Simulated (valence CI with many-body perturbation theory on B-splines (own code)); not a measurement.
**Valence orbitals of Kr31+**

Calculated by configuration interaction combined with many-body perturbation theory (CI+MBPT): three valence electrons over a frozen Dirac-Fock core [He], a basis of 11 s, 11 p, 9 d, 7 f, 5 g, 2 h, 1 i functions for each j, with the one-electron correlation potential Σ1 (screened to all orders), the two-electron term Σ2, the three-electron term Σ3, Breit, model QED; selected single and double excitations, second order for the rest (own B-spline code, finite nucleus).

The last digits are not significant, and no measured levels were compared; by estimate large intervals hold to a few tenths of a per cent, small ones and those within an open d or f shell to about a per cent.

These are the spectroscopic orbitals of the CI (the correlating ones are not listed), shaped by the core and the other valence electrons. h is the expectation value of the core's Dirac-Fock operator, without the valence repulsion; Σ1 is computed up to l = 3 at one energy for each symmetry, that of its lowest orbital but kept below the first core excitation, so for empty shells it is not the orbital's own correlation shift; Breit and QED include the response of the core.

| Orbital | h (hartree) | Σ1 (cm⁻¹) | Breit (cm⁻¹) | QED (cm⁻¹) | ⟨r⟩ (bohr) |
| --- | --- | --- | --- | --- | --- |
| 2s1/2 | -151.06 | -1283 | 11995 | 11430 | 0.1714 |
| 3s1/2 | -66.244 | -310 | 3365 | 3310 | 0.3951 |
| 4s1/2 | -36.969 | -120 | 1350 | 1349 | 0.7147 |
| 5s1/2 | -23.544 | -59.1 | 677 | 680 | 1.127 |
| 2p1/2 | -148.42 | -2950 | 23604 | -507 | 0.1449 |
| 3p1/2 | -65.49 | -648 | 6446 | -157 | 0.3720 |
| 4p1/2 | -36.657 | -247 | 2606 | -65.4 | 0.6942 |
| 5p1/2 | -23.386 | -121 | 1309 | -33.3 | 1.109 |
| 2p3/2 | -145.98 | -2634 | 9981 | 579 | 0.1482 |
| 3p3/2 | -64.766 | -578 | 2676 | 151 | 0.3767 |
| 4p3/2 | -36.353 | -220 | 1129 | 61.0 | 0.7004 |
| 5p3/2 | -23.231 | -108 | 567 | 30.7 | 1.117 |
| 3d3/2 | -64.449 | -263 | 223 | -41.6 | 0.3205 |
| 4d3/2 | -36.219 | -111 | 121 | -15.6 | 0.6463 |
| 5d3/2 | -23.163 | -56.9 | 65.4 | -7.6 | 1.065 |
| 3d5/2 | -64.227 | -253 | 70.9 | 64.6 | 0.3221 |
| 4d5/2 | -36.126 | -106 | 38.3 | 28.8 | 0.6483 |
| 5d5/2 | -23.115 | -54.5 | 19.9 | 15.1 | 1.067 |
| 4f5/2 | -36.09 | -22.3 | 1.3 | -11.5 | 0.5595 |
| 5f5/2 | -23.098 | -12.6 | 1.1 | -5.8 | 0.9797 |
| 4f7/2 | -36.044 | -22.0 | 0.3 | 9.6 | 0.5605 |
| 5f7/2 | -23.074 | -12.3 | 0.3 | 5.1 | 0.9809 |
| 5g7/2 | -23.068 |  | 0.0 | -3.6 | 0.8576 |
| 5g9/2 | -23.054 |  | 0.0 | 2.9 | 0.8584 |

Among the shells of the start configuration 2s2 2p1, Σ1 is largest in size for 2p1/2, where it is 0.0091 % of h.

Lowest root of each symmetry, sizes in configuration state functions:

```
  J  Parity  Roots  Reference  Variational  Second order  Change by selected CI (cm⁻¹)  Change by second order (cm⁻¹)
1/2    even     16         50         9674         10171                         -6383                              0
3/2    even     20         70        15325         23462                         -4655                             -1
5/2    even     15         66        16505         26979                         -6483                             -1
7/2    even      5         41        11459         26846                         -6737                             -5
9/2    even      2         23         6704         22174                        -11278                             -3
1/2     odd     15         48         9395         14646                         -8359                              0
3/2     odd     22         72        15417         27474                         -8189                             -1
5/2     odd     13         62        16178         35674                        -13959                             -1
7/2     odd      6         43        12001         34966                         -9207                             -2
9/2     odd      2         20         7256         17928                         -7040                             -3
```
